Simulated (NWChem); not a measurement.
Species: C$_{2}$Cl$_{3}$ cation

```xyz
5

Cl    -0.6216    -2.3308     0.0000
C     -0.2442    -0.8145     0.0000
C      0.0726     0.4587     0.0000
Cl     1.7092     0.8803     0.0000
Cl    -1.1768     1.5970     0.0000
```
Atoms are numbered in this order, from 1.

Level: PBE0/def2-SVP (NWChem), optimised geometry, unscaled harmonic frequencies. 

### Question
List the harmonic frequencies with IR intensities, and the thermochemistry.

### Answer
```json
[
 {"frequency (cm⁻¹)": "74", "IR intensity (km/mol)": "0.0"},
 {"frequency (cm⁻¹)": "160", "IR intensity (km/mol)": "0.6"},
 {"frequency (cm⁻¹)": "245", "IR intensity (km/mol)": "2.0"},
 {"frequency (cm⁻¹)": "454", "IR intensity (km/mol)": "0.5"},
 {"frequency (cm⁻¹)": "487", "IR intensity (km/mol)": "1.1"},
 {"frequency (cm⁻¹)": "496", "IR intensity (km/mol)": "0.9"},
 {"frequency (cm⁻¹)": "954", "IR intensity (km/mol)": "92.8"},
 {"frequency (cm⁻¹)": "975", "IR intensity (km/mol)": "141.1"},
 {"frequency (cm⁻¹)": "1865", "IR intensity (km/mol)": "57.2"}
]
```

```json
{
 "zero_point_energy": "8.2 kcal/mol",
 "thermal correction to the enthalpy at 298.15 K (with zero-point energy)": "12.2 kcal/mol",
 "heat capacity Cv": "16.3 cal/(mol K)",
 "entropy at 298.15 K and 1 atm (symmetry number 2)": "78.3 cal/(mol K)"
}
```

Rigid rotor and harmonic oscillator; modes under 100 cm⁻¹ make the entropy uncertain.
